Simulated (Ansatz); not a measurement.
Start from `F[Si](Cl)(Cl)[SiH2]Cl` and change one atom or group to get `O[SiH2]O[Si](F)(Cl)Cl`.

Ansatz, PBE0-D4/def2-TZVP geometries, multiplicity 1. Each molecule was computed in one conformer, which needn't be the lowest.

```tsv
property	`F[Si](Cl)(Cl)[SiH2]Cl`
LUMO energy (ωB97M-V/def2-TZVPP) / eV	0.76
LUMO energy (PBE/def2-TZVPP) / eV	-1.95
HOMO–LUMO gap (PBE0/def2-TZVPP) / eV	7.51
size of the dipole moment (B3LYP/def2-TZVPP) / D	1.49
HOMO–LUMO gap (B3LYP/def2-TZVPP) / eV	7.16
size of the dipole moment (ωB97M-V/def2-TZVPP) / D	1.48
```

(1) Give the same properties after the change, and the shifts. (Estimate.)

Answers

(1) The calculation gave: 
```csv
property,`O[SiH2]O[Si](F)(Cl)Cl`,shift
LUMO energy (ωB97M-V/def2-TZVPP) / eV,1.77,1.01
LUMO energy (PBE/def2-TZVPP) / eV,-0.74,1.21
HOMO–LUMO gap (PBE0/def2-TZVPP) / eV,9.47,1.96
size of the dipole moment (B3LYP/def2-TZVPP) / D,1.80,0.31
HOMO–LUMO gap (B3LYP/def2-TZVPP) / eV,8.94,1.78
size of the dipole moment (ωB97M-V/def2-TZVPP) / D,1.79,0.31
```

With PBE0 the HOMO falls by 0.65 eV and the LUMO rises by 1.31 eV, so the gap widens by about 1.96 eV. PBE moves the HOMO by -0.43 eV and ωB97M-V by -0.91 eV. Dipoles are sizes alone; their direction can turn.

Positive LUMOs are unbound, so they and the gaps depend on the basis.

B3LYP here is the variant with VWN-RPA as its local correlation; programs differ in this.
